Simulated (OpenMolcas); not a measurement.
Mn3+ (d4) among equal point charges was computed by CASSCF with the d shell active (OpenMolcas, ANO-RCC-VDZP on the metal). Its lowest spin-free states, and all those of the highest spin:

```
2S+1  Degeneracy  E (cm-1)
   5           2       0.0
   5           2     11108
   5           1     14553
   3           1     23403
   3           1     23418
   3           1     23974
   3           2     24485
   3           2     24521
   3           2     25842
   3           2     27784
   3           1     28576
   3           2     30818
```

Problem. Is the site octahedral, tetrahedral or cube-like, axial, or of lower symmetry?

Solution. The states with 2S+1 = 5 have orbital degeneracies 2, 2, 1. There are pairs but no triples, so the site is axial: not cubic, but with a proper or improper axis of order three or more. The run had Mn3+ among 3 point charges of -3 e arranged as a planar triangle (D3h), 1.96 Å from the ion.

An orbital doublet at a regular site is open to a Jahn-Teller distortion, which this geometry leaves out. Without dynamic correlation the repulsion within the d shell is too large (B by tens of per cent), so at a given field states of lower spin stand too high. Point charges carry no covalency, so the field is a model and not that of real ligands. No measured value stands beside these numbers.
